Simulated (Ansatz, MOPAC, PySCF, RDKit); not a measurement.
Dimer: H2S (SMILES S) (first 3 atoms) with CH3F (SMILES CF); geometry from B3LYP-D3(BJ)/def2-TZVP, rigid monomers moved along the line of their centres of mass till H3···F5 is 2.05 Å.
(charge 0, multiplicity 1):
```xyz
8

S     -1.019     0.176    -0.216
H      0.062     0.849    -0.644
H     -0.301    -0.537     0.669
C     -0.096     0.345     3.296
F      0.443    -0.717     2.566
H      0.725     0.919     3.726
H     -0.684     0.965     2.620
H     -0.726    -0.064     4.086
```

Monomers are frozen at their geometry in the pair; levels with a basis set take the counterpoise correction. Rows marked so take none. RDKit's UFF carries no charges.

Cores are frozen in the correlated methods. Rows in 3-21G, 6-31G* carry no dispersion term and start afresh at each structure (6-31G* with six Cartesian d functions). MP2/6-31G* freezes PySCF's default core. The state that AM1, PM3 reach isn't checked.

Run with Ansatz (Gaussian orbitals); MOPAC for AM1, PM3 (differences of heats of formation); PySCF for 3-21G rows, 6-31G* rows, the dispersion terms; RDKit for the force fields. Each number belongs to the level named beside it.

| level | interaction energy (kcal/mol) |
|---|---|
| UFF | 6.15 |
| AM1 | 0.32 |
| PM3 | 2.45 |
| HF/3-21G (no counterpoise) | -3.85 |
| PBE-D3(BJ)/def2-TZVPPD | -2.07 |
| PBE-D4/def2-TZVPPD | -2.05 |
| r2SCAN/def2-TZVPPD | -1.58 |
| MP2/6-31G* (no counterpoise) | -2.65 |
| SCS-MP2/aug-cc-pV(D+d)Z | … |

### Question
What belongs in the gaps?

### Answer

- SCS-MP2/aug-cc-pV(D+d)Z, interaction energy (kcal/mol): -0.52

Ansatz is a first-principles code.
